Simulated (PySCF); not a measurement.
CH₅ClFNSi₂, SMILES F[Si@H]1[Si@H](Cl)NC1.

The structure is a stationary point at B3LYP-D3(BJ)/def2-SVP. The structure was generated by enumeration; whether it is a known compound was not checked.

Two levels are set side by side: PBE/def2-TZVP (PySCF) and PBE0/def2-TZVP (PySCF). Same geometry, gas phase. Differences are taken from unrounded values.

```csv
quantity,PBE0
orbital gap (eV),6.61
highest occupied level (eV),-7.41
lowest empty level (eV),-0.80
dipole moment (D),1.97
mean polarisability (bohr³),79.6
```

Question: What does PBE give, and how far is it from PBE0? (An estimate is asked for; the answer gives what the named calculation found.)

Answer: 
| quantity | PBE | PBE minus PBE0 |
|---|---|---|
| orbital gap (eV) | 4.42 | -2.19 |
| highest occupied level (eV) | -6.08 | 1.34 |
| lowest empty level (eV) | -1.65 | -0.85 |
| dipole moment (D) | 2.00 | 0.03 |
| mean polarisability (bohr³) | 82.9 | 3.3 |

Without exact exchange PBE keeps part of each electron's self-repulsion, which lifts occupied levels and narrows the gap. Loosely held outer electrons make PBE densities more polarisable. Differences between two approximate levels are no errors against the true value.

Rough cost on one machine, each run with all the roots and properties that it gave: PBE0 against PBE within a factor of 2.
